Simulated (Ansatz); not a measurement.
Born–Oppenheimer molecular dynamics of C3H10O3Si (17 atoms, charge 0, multiplicity 1). It goes on from the last frame of an earlier run, with new velocities.

These are results of RKS B3LYP/STO-3G in Ansatz 0.2.0, not measurements.

| Item | Value |
| --- | --- |
| ensemble | NVT, Langevin thermostat |
| time step | 0.5 fs |
| steps asked | 150 |
| set temperature | 1500 K |
| friction | 0.02 /fs |
| seed | 366599 |

First frame:

```xyz
17
Properties=species:S:1:pos:R:3
Si -0.066 -0.263 -0.436
H 0.027 -0.374 1.103
O 1.446 -0.069 -1.242
C 2.489 -0.903 -0.607
H 2.395 -1.934 -0.980
H 3.399 -0.495 -1.101
H 2.557 -0.794 0.484
O -0.631 1.276 -0.955
C -2.037 1.414 -0.927
H -2.740 0.505 -0.630
H -2.291 2.223 -0.146
H -2.355 1.856 -1.963
O -1.020 -1.602 -0.988
C -1.405 -2.524 0.143
H -1.357 -2.096 1.178
H -2.426 -2.892 -0.141
H -0.881 -3.556 0.127
```

Question: What does the run give?

Answer: All steps were run.

```
steps done                                               : 150
time covered                                             : 75 fs
mean temperature over the second half                    : 1138 K
spread of the potential energy over the second half      : 13.1 meV per atom
mean potential energy of the second half above the start : 58.4 meV per atom
```

The mean temperature of the second half is 24 % below the set value. A run of 0.075 ps of so small a system gives no equilibrium averages. Limits of this set-up: minimal basis.

Question: What happens to the structure?

Answer: The same pairs are bonded in the first frame and the last. Pairs count as bonded within 1.25 times the sum of covalent radii (0.12 Å more for H–H). This is one draw of velocities; another would differ in detail.

Question: How do temperature and energy run in time?

Answer: 
| time (fs) | T (K) | potential energy less start (eV) |
| --- | --- | --- |
| 0 | 1412 | 0.000 |
| 3.5 | 1099 | 0.756 |
| 7 | 1123 | 0.861 |
| 10.5 | 1072 | 0.708 |
| 14 | 1024 | 1.233 |
| 17.5 | 922 | 0.651 |
| 21 | 1015 | 0.450 |
| 24.5 | 944 | 0.763 |
| 28 | 867 | 0.932 |
| 31.5 | 1112 | 0.554 |
| 35 | 988 | 1.201 |
| 38.5 | 1176 | 0.920 |
| 42 | 1102 | 1.112 |
| 45.5 | 1291 | 0.406 |
| 49 | 1073 | 1.056 |
| 52.5 | 1123 | 0.609 |
| 56 | 961 | 1.139 |
| 59.5 | 1199 | 0.912 |
| 63 | 1093 | 1.074 |
| 66.5 | 1137 | 1.344 |
| 70 | 1067 | 1.279 |
| 73.5 | 1159 | 1.112 |

The run took 12 min on 1 thread of Arm Neoverse V1, with other jobs on the host, peak memory 0.14 GiB.
